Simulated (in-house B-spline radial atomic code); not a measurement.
Atomic self-consistent-field run: Ag6+. Level of theory: non-relativistic B3LYP, spin-polarised, spherical fractional occupations, exact exchange averaged over the configuration, point nucleus; calculated with a radial B-spline atomic code at the basis-set limit.

Command:
```bash
python run_scf.py task.json out
```
Settings:
```
Z                47
configuration    [Kr] 4d5
hamiltonian      nr
method           b3lyp
spin_polarised   True
exact_exchange   averaged over the configuration
```

Output (hartree, bohr):
```
 radial grid: 49 intervals, B-splines of order 8, outer radius 15.5224 bohr

 iter        energy (Eh)    residual
    1       -5176.391014    8.10e-01
    2       -5186.446225    4.13e-01
    3       -5189.998675    1.09e-01
    4       -5190.231852    2.97e-02
    5       -5190.244091    1.44e-02
    6       -5190.247966    1.51e-03
    7       -5190.247990    9.08e-05
    8       -5190.247990    1.17e-05
    9       -5190.247990    4.11e-07

 total energy                     -5190.24799
 kinetic                            5188.0664
 electron-nucleus                 -12210.8123
 Hartree                            1975.6336
 exact exchange                      -28.2207
 exchange-correlation               -114.9149

 orbital      occ     eigenvalue          <r>       <r^2>       <1/r>       <r^4>     <1/r^2>       r_max
 1s up      1.000      -907.6265     0.032392  0.00140371     46.4751 4.98875e-06     4336.57     0.02144
 1s down    1.000      -907.6261    0.0323919   0.0014037     46.4752 4.98856e-06     4336.58     0.02144
 2s up      1.000      -134.7378     0.140465    0.023181     10.5752 0.000914655     454.639      0.1191
 2s down    1.000      -134.6794     0.140445    0.023175     10.5771  0.00091428     454.804      0.1191
 2p up      3.000      -125.5871      0.12004   0.0175358     10.5728 0.000604926     151.553     0.09339
 2p down    3.000      -125.5395     0.120013    0.017528     10.5749 0.000604442     151.608     0.09338
 3s up      1.000       -27.8486     0.380689    0.165563     3.76898    0.041847     87.1648      0.3442
 3s down    1.000       -27.8206     0.380466    0.165301     3.76961   0.0416292     87.1557      0.3442
 3p up      3.000       -24.1539     0.372641    0.161057     3.68572   0.0415603     28.8472      0.3308
 3p down    3.000       -24.1212     0.372388    0.160748     3.68613   0.0412868     28.8398      0.3309
 3d up      5.000       -17.3453     0.344779    0.141387     3.53303   0.0372152      15.689      0.2737
 3d down    5.000       -17.2878     0.344841    0.141342     3.53093   0.0370647     15.6683      0.2741
 4s up      1.000        -6.9582     0.914761    0.942519     1.49407     1.29627     17.7508        0.84
 4s down    1.000        -6.7298     0.913862     0.94181     1.49792      1.3013     17.8701      0.8372
 4p up      3.000        -5.7380     0.964659      1.0555     1.39782     1.66864      5.6758      0.8729
 4p down    3.000        -5.4906     0.966018     1.06042     1.39811     1.69837     5.68388      0.8703
 4d up      5.000        -3.6954      1.10897      1.4192     1.18099     3.23469     2.56166      0.9609
```

Cost of the run: 0.46 s on 1 thread of Arm Neoverse N1, on a shared host.
